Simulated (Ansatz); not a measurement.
Program: Ansatz. Geometries: PBE0-D4/def2-TZVP. ΔE: electronic, gas phase. CCSD(T)/CBS adds triple-zeta CCSD(T) − MP2 to the extrapolated MP2 energy (def2 sets, frozen cores). DFT in def2-TZVPP. B3LYP here is the variant with VWN-RPA as its local correlation; programs differ in this. For Se outer-core shells are correlated without core-valence functions, which leaves a few kJ/mol of doubt a bond. Scalar relativity is left out up to krypton. One conformer a species, not always the lowest.

Consider the ligand exchange at the Si–Se bond: `C[Se][SiH](O)F` + `C[SiH](O)O` → `C[Si@H](O)O[Si@@H](O)F` + `C[SeH]`.

`C[Se][SiH](O)F`:

Cartesian coordinates in Å:
```
C -0.627 0.181 -1.633
Se -1.457 0.542 0.107
Si 0.177 -0.433 1.316
O 1.632 0.271 1.101
F -0.303 -0.307 2.831
H 0.351 0.653 -1.695
H -0.545 -0.892 -1.796
H -1.291 0.611 -2.380
H 0.391 -1.856 0.995
H 1.671 1.229 1.154
```

`C[SiH](O)O`:

```xyz
10

C    -0.997    0.843   -0.367
Si    0.301   -0.190    0.458
O    -0.105   -1.749    0.117
O     1.824    0.180   -0.046
H    -1.026    0.649   -1.442
H    -1.986    0.613    0.039
H    -0.803    1.907   -0.214
H     0.369    0.028    1.924
H     0.426   -2.437    0.519
H     1.997    0.157   -0.988
```

`C[Si@H](O)O[Si@@H](O)F`:

Cartesian coordinates in Å:
```
C -1.020 -1.814 -0.620
Si -0.619 -0.544 0.655
O -1.487 0.826 0.303
O 0.977 -0.170 0.592
Si 1.845 1.074 0.005
O 0.980 1.936 -1.064
F 2.259 1.982 1.245
H -0.401 -2.704 -0.486
H -0.834 -1.419 -1.622
H -2.069 -2.111 -0.559
H -0.933 -0.977 2.039
H -1.809 1.341 1.045
H 3.081 0.608 -0.633
H 0.030 1.971 -0.902
```

`C[SeH]`:

```xyz
6

C    -0.143    0.359    0.385
Se    0.843   -1.158   -0.336
H     0.087    1.265   -0.171
H     0.194    0.474    1.415
H    -1.212    0.159    0.377
H     0.231   -1.098   -1.670
```

```csv
level,ΔE (kJ/mol),difference from CCSD(T)/CBS
PBE-D4,-61.5,15.9
r2SCAN-D4,-76.0,1.4
PBE0-D4,-69.0,8.4
B3LYP-D4,-80.3,-2.9
ωB97X-V,-79.3,-1.9
ωB97M-V,-79.5,-2.1
B2PLYP,-80.2,-2.8
PBE,-60.3,17.1
r2SCAN,-75.2,2.2
PBE0,-67.7,9.7
B3LYP,-78.8,-1.4
HF/def2-TZVPP,-97.2,-19.8
MP2/def2-TZVPP,-77.1,0.3
SCS-MP2/def2-TZVPP,-82.0,-4.6
CCSD/def2-TZVPP,-85.5,-8.1
CCSD(T)/def2-TZVPP,-82.5,-5.1
HF/def2-QZVPP,-99.5,-22.1
MP2/def2-QZVPP,-75.0,2.4
SCS-MP2/def2-QZVPP,-80.2,-2.8
HF/CBS(def2),-99.8,-22.4
MP2/CBS(def2),-72.0,5.4
CCSD/CBS(def2),-80.4,-3.0
CCSD(T)/CBS,-77.4,0
```

Largest T1 diagnostic among the species: 0.012.

From PBE to PBE0 (25 % exact exchange), in def2-TZVPP and without D4, ΔE moves by −7.4 kJ/mol. In def2-TZVPP, CCSD(T) changes the Hartree–Fock value by +14.7 kJ/mol (the triples alone add +3.0 kJ/mol) and MP2 by +20.1 kJ/mol.
